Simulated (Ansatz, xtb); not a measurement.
# Two isomers of C4H9BN2S

Structure I: `CSB(N)CCC#N`, a singlet. Structure II: `CC(C)SB(N)C#N`, a singlet. Both are isolated molecules in the gas phase, relaxed with PBE-D3(BJ)/def2-SVP; each stands in its lowest conformer found.

Problem. Estimate which is lower in electronic energy at CCSD(T)/def2-SVP + ΔMP2/def2-TZVPP, and by roughly how much.

Solution. The CCSD(T)/def2-SVP + ΔMP2/def2-TZVPP calculation puts structure II lower, by 0.323 eV.

The same difference at several levels:

```csv
level,geometry,E(II) − E(I) (eV),departure from the last row (eV),"job, with rough time for the two"
PBE-D3(BJ)/def2-SVP,PBE-D3(BJ)/def2-SVP,−0.296,+0.027,"optimisation, 51 s"
HF/def2-SVP,PBE-D3(BJ)/def2-SVP,−0.272,+0.050,part of the CCSD(T) run
MP2/def2-SVP,PBE-D3(BJ)/def2-SVP,−0.435,−0.112,part of the CCSD(T) run
CCSD(T)/def2-SVP,PBE-D3(BJ)/def2-SVP,−0.399,−0.076,single point
CCSD(T)/def2-SVP + ΔMP2/def2-TZVPP,PBE-D3(BJ)/def2-SVP,−0.323,,"single point, 2.3 min"
```

As drawn, both hold the same kinds of bond in the same numbers. Structure I has 1 methyl group, II 2.

None of the levels shown reverses the order. The largest departure from CCSD(T)/def2-SVP + ΔMP2/def2-TZVPP is that of MP2/def2-SVP, 0.112 eV. Levels run at GFN2-xTB geometries aren't shown. The last row adds to CCSD(T) the change of the MP2 difference between the two basis sets, here +0.076 eV.

With thermal terms from frequencies at re-optimised GFN2-xTB minima (ideal gas, soft modes damped towards free rotors, one conformer each, 298.15 K, 1 atm): the zero-point term adds +0.018 eV; ΔH is −0.301 and ΔG −0.298 eV.

The correlated steps freeze 12 core orbitals. Codes used: Ansatz 0.2.0, xtb 6.7.1; the last row on 4 threads of Arm Neoverse V1 on a shared host.
